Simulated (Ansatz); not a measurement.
Ansatz (an electronic-structure program) input (RI-MP2/cc-pV(Q+d)Z):
A basis named .json is the Basis Set Exchange file of that set.

Ansatz 0.2 input:
```yaml
crystal:
  periodic: [false, false, false]
  atoms:
    - {symbol: Cl, position_ang: [1.96704739, 0.34742825, 0.07532731]}
    - {symbol: C, position_ang: [0.28798709, 0.01282115, 0.02885146]}
    - {symbol: C, position_ang: [-0.36824936, -1.08748833, 0.46489607]}
    - {symbol: O, position_ang: [-1.67948057, -1.01746284, 0.27337904]}
    - {symbol: C, position_ang: [-1.91564925, 0.20414343, -0.32750761]}
    - {symbol: C, position_ang: [-0.74697182, 0.86572793, -0.49599155]}
    - {symbol: H, position_ang: [-2.94264131, 0.42354789, -0.55460174]}
    - {symbol: H, position_ang: [-0.60401974, 1.83864944, -0.93448507]}
basis:
  gaussian:
    orbitals: cc-pV_Q+d_Z.json
    fitting: {mean_field: def2-universal-jkfit, correlation: cc-pVQZ-RIFIT.json}
magnetization: {spin_polarized: true, initial_magnetization: 1}
correlation: {method: mp2, electrons: outside_noble_gas}
```

End of the output:

```
541 factors; integrals over basis functions are off by at most 3.4e0 eV
0.86 GiB of device memory are held for the factors and their scratch space
mean field: 1.68 GiB planned
mean field evaluation 1: about -18690.8167 eV, gradient 2.2e1 eV
mean field evaluation 2: about -18693.4831 eV, gradient 8.5e0 eV
mean field evaluation 4: about -18694.0426 eV, gradient 1.3e0 eV
mean field evaluation 8: about -18694.1402 eV, gradient 6.1e-1 eV
mean field evaluation 16: about -18688.9039 eV, gradient 2.4e1 eV
mean field evaluation 32: about -18693.6468 eV, gradient 6.8e-1 eV
mean field -18694.23612195 eV, -687.0005060732 hartree, gradient 9.5e-7 eV, S^2 1.111312; 5 other end points of the search recorded, 0 dependent functions left out
10 core orbitals not correlated
928 factors; their error is unknown
reference -18694.23612195 eV, -687.0005060732 hartree; 16, 15 occupied and 373, 374 virtual orbitals, 928 factors
second order -28.78624733 eV of doubles, -0.00000000 eV of singles
Total energy: -18723.02236928 eV, -688.0583811506 hartree
```

It need not be the lowest isomer of its formula.

The determinant is spin-contaminated: <S^2> is 1.11 against 0.75 for a pure state.
